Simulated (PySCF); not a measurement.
## ScSe: from constants to spectrum

BLYP constants of ScSe, ²Σ⁺ (doublet), unpaired electrons σ ↑ (basis Sc x2c-TZVPPall, Se x2c-TZVPPall; spin-free X2C with a Gaussian nucleus; PySCF 2.14; masses 44.9559 and 79.9165 u):

```
ωe                      : 403.4 cm⁻¹
ωexe                    : 1.02 cm⁻¹
Be                      : 0.11209 cm⁻¹
αe                      : 0.000385 cm⁻¹
De to Sc (3d1 4s2) + Se : 4.65 eV
```

(1) What force constant and bond length do these constants imply?

(2) Estimate the centrifugal constant D from the Kratzer relation and find the Dunham coefficient a1.

The metal atom is held in its measured ground configuration; semilocal functionals can put another filling of s and d lower by some tenths of an eV, and De to that atom would be smaller. Spin–orbit coupling is left out. With d or f electrons several states lie close, and the lowest PBE0 determinant need not be the measured ground state.

Answers

(1) Reduced mass μred = 28.771 u; k = 5.8918×10⁻⁷·μred·ωe² (u, cm⁻¹, mdyn/Å) = 2.76 mdyn/Å; Re = √(16.8576/(μred·Be)) (u, cm⁻¹, Å) = 2.286 Å.

(2) D = 4Be³/ωe² = 3.46e-08 cm⁻¹; a1 = −1 − αeωe/(6Be²) = -3.06.
